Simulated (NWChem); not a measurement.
System: SiNH$_{3}$Cl$_{2}$; SMILES [SiH](Cl)(Cl)N

NWChem input:

```
start job
memory heap 200 mb stack 900 mb global 1100 mb
geometry units angstroms noautosym nocenter noautoz
  Si     0.304076     0.437537    -0.005742
  N      1.886276    -0.179118     0.128720
  Cl    -0.803621    -0.341183    -1.574303
  Cl    -0.703305    -0.049321     1.720642
  H      0.353493     1.903085    -0.199681
  H      2.610050     0.136540    -0.507825
  H      2.047449    -1.130022     0.442252
end
basis spherical
  * library sto-3g
end
dft
  xc hfexch
  iterations 150
end
property
  shielding
end
task dft property
```

STO-3G and 3-21G are far too small for this property and stand as cheap habits. All runs use the structure optimised with PBE0/def2-SVP.

GIAO values for the isolated, static molecule; σ is the absolute isotropic shielding, δ = σ(reference) − σ with the isolated reference molecule computed at the same levels (1H: tetramethylsilane, 15N: ammonia, 29Si: tetramethylsilane).

Atoms are numbered as in the input.

Q: Predict the main results of this run. (Hartree-Fock/STO-3G, GIAO.) Quantities: δ Si1 (ppm); δ N2 (ppm); σ Cl3 (ppm); σ Cl4 (ppm); δ H5 (ppm); δ H6 (ppm); δ H7 (ppm).

A: 
```
Property      Value
-----------  ------
δ Si1 (ppm)     3.2
δ N2 (ppm)    -36.1
σ Cl3 (ppm)  1188.2
σ Cl4 (ppm)  1202.5
δ H5 (ppm)     3.64
δ H6 (ppm)    -0.37
δ H7 (ppm)    -0.22
```
